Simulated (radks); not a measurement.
The numbers below are computed, except where a source is named.
Species: Hf XXV. Configuration: [Kr] 4d10 4f2.

Code: a radial shooting solver on a logarithmic mesh with Libxc functionals. Model: Dirac Kohn-Sham, PBE, spin-unpolarised, spherical densities, point nucleus; open shells are shared between the two j in proportion to 2j + 1.

Energy parts (hartree):
part                       energy
total                 -14853.5131
kinetic                16649.3644
electron-nucleus      -35634.1319
Hartree                 4411.5654
exchange-correlation    -280.3110

Orbitals (lengths in bohr, moments of r in powers of bohr; <r^-3> diverges for s and p1/2):
orbital      occ.  eigenvalue (hartree)  <r^-3>
1s1/2           2             -2423.443       -
2s1/2           2             -437.0256       -
2p1/2           2             -418.5304       -
2p3/2           4             -374.7575   14830
3s1/2           2             -121.0506       -
3p1/2           2             -112.8924       -
3p3/2           4             -103.4687    3336
3d3/2           4             -89.69556   572.0
3d5/2           6             -87.64571   491.5
4s1/2           2             -44.54476       -
4p1/2           2             -41.13883       -
4p3/2           4             -38.65851   890.1
4d3/2           4             -33.03708   142.3
4d5/2           6             -32.53788   121.1
4f5/2    0.857143             -25.60427   27.64
4f7/2     1.14286             -25.48565   26.73

The highest occupied level is 4f7/2 at -693.50 eV. The density falls to 0.001 e/bohr^3 at r = 1.35 bohr.
